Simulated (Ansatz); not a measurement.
Program: Ansatz. Geometries: PBE0-D4/def2-TZVP. ΔE: electronic, gas phase. CCSD(T)/CBS adds triple-zeta CCSD(T) − MP2 to the extrapolated MP2 energy (def2 sets, frozen cores). This one scheme is used for every species. Functionals use def2-TZVPP. For Br outer-core shells are correlated without core-valence functions, which leaves a few kJ/mol of doubt a bond. Scalar relativity is left out up to krypton.

`Cl[SiH2]Br` + HBr → `Br[SiH2]Br` + HCl  (ligand exchange at the Si–Cl bond)

Is it downhill or uphill in electronic energy at CCSD(T)/CBS, and by how much? (An estimate is asked.)

Computed: Nearly level: ΔE = +1.9 kJ/mol.

What do these levels give: PBE-D4, B97M-V, r2SCANh-D4, CAM-B3LYP-D4, PBE, PBE0, r2SCANh, r2SCAN0, LC-ωPBE, RPA@PBE/def2-TZVPP, CCSD/def2-SVP, MP2/CBS(def2)? (An estimate is asked.)

Ansatz gave: PBE-D4 2.9, B97M-V 7.8, r2SCANh-D4 4.1, CAM-B3LYP-D4 6.4, PBE 3.6, PBE0 3.1, r2SCANh 4.3, r2SCAN0 3.8, LC-ωPBE 4.6, RPA@PBE/def2-TZVPP 4.4, CCSD/def2-SVP 7.1, MP2/CBS(def2) 0.8 kJ/mol.

Largest T1 diagnostic among the species: 0.008.

At CCSD(T), def2-SVP lies +5.1 kJ/mol from the extrapolated value and def2-TZVPP +1.8 kJ/mol. Leaving LDA and LC-ωPBE aside and taking each functional with its dispersion term where it has one, the values, not all of them listed here, spread over 5.5 kJ/mol, from HSE06-D4 to B97M-V.
